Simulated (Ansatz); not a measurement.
`COCBF` and `CO[CH2][GaH][ZnH]` differ in one atom or group.

Ansatz, PBE0-D4/def2-TZVP geometries, multiplicity 1. Each molecule was computed in one conformer, which needn't be the lowest.

Scalar relativity is left out up to krypton.

```
                                      property  `COCBF`
             HOMO energy (PBE/def2-TZVPP) / eV    -5.75
         HOMO energy (ωB97M-V/def2-TZVPP) / eV    -9.72
           HOMO energy (B3LYP/def2-TZVPP) / eV    -7.11
size of the dipole moment (PBE/def2-TZVPP) / D     0.94
            HOMO energy (PBE0/def2-TZVPP) / eV    -7.33
          HOMO–LUMO gap (PBE0/def2-TZVPP) / eV     6.57
```

(1) What does the change do to each property? (Best estimate.)

Answers

(1) Ansatz gave: 
```csv
property,`CO[CH2][GaH][ZnH]`,shift
HOMO energy (PBE/def2-TZVPP) / eV,-5.09,0.66
HOMO energy (ωB97M-V/def2-TZVPP) / eV,-8.29,1.43
HOMO energy (B3LYP/def2-TZVPP) / eV,-6.04,1.07
size of the dipole moment (PBE/def2-TZVPP) / D,0.97,0.03
HOMO energy (PBE0/def2-TZVPP) / eV,-6.22,1.11
HOMO–LUMO gap (PBE0/def2-TZVPP) / eV,4.06,-2.51
```

With PBE0 the HOMO rises by 1.11 eV and the LUMO falls by 1.40 eV, so the gap narrows by about 2.51 eV. PBE moves the HOMO by 0.66 eV and ωB97M-V by 1.43 eV. Dipoles are sizes alone; their direction can turn.

B3LYP here is the variant with VWN-RPA as its local correlation; programs differ in this.
